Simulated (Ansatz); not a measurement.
Stepwise reaction of `N#C[Si](C#N)(C#N)C#N` with hydrogen fluoride, as a gas-phase model of exchange steps in deposition or etching. ΔE in kJ/mol; ΔG adds harmonic PBE0-D4 terms to CCSD(T)/CBS, at 1 bar.

Gas-phase electronic energies from Ansatz, PBE0-D4/def2-TZVP geometries. CCSD(T)/CBS adds triple-zeta CCSD(T) − MP2 to the extrapolated MP2 energy (def2 sets, frozen cores). This one scheme is used for every species. Functionals use def2-TZVPP. B3LYP here is the variant with VWN-RPA as its local correlation; programs differ in this.

```json
{"step": "1", "reaction": "`N#C[Si](C#N)(C#N)C#N` + H–F → `N#C[Si](F)(C#N)C#N` + `C#N`", "PBE-D4": "-110.0", "B3LYP-D4": "-121.3", "ωB97M-V": "-124.2", "CCSD(T)/CBS": "-117.7", "ΔG(500 K)": "-122.2"}
{"step": "2", "reaction": "`N#C[Si](F)(C#N)C#N` + H–F → `N#C[Si](F)(F)C#N` + `C#N`", "PBE-D4": "-118.0", "B3LYP-D4": "-129.0", "ωB97M-V": "-131.8", "CCSD(T)/CBS": "-126.9", "ΔG(500 K)": "-126.7"}
{"step": "3", "reaction": "`N#C[Si](F)(F)C#N` + H–F → `N#C[Si](F)(F)F` + `C#N`", "PBE-D4": "-119.2", "B3LYP-D4": "-129.7", "ωB97M-V": "-132.7", "CCSD(T)/CBS": "-129.4", "ΔG(500 K)": "-125.7"}
{"step": "4", "reaction": "`N#C[Si](F)(F)F` + H–F → `F[Si](F)(F)F` + `C#N`", "PBE-D4": "-111.4", "B3LYP-D4": "-122.4", "ωB97M-V": "-124.8", "CCSD(T)/CBS": "-123.5", "ΔG(500 K)": "-115.9"}
```

Q: By hand: ΔE of the 4 steps together at CCSD(T)/CBS.

A: (-117.7) + (-126.9) + (-129.4) + (-123.5) = -497.5 kJ/mol, or -124.4 kJ/mol a step.

In ΔE step 3 is the lowest and step 1 the highest. All are downhill at CCSD(T)/CBS. ΔG lies between -126.7 and -115.9 kJ/mol a step. PBE-D4 differs from CCSD(T)/CBS by 7.7 to 12.1 kJ/mol a step. Isolated molecules leave out the surface, adducts and barriers. Largest T1 diagnostic: 0.015.
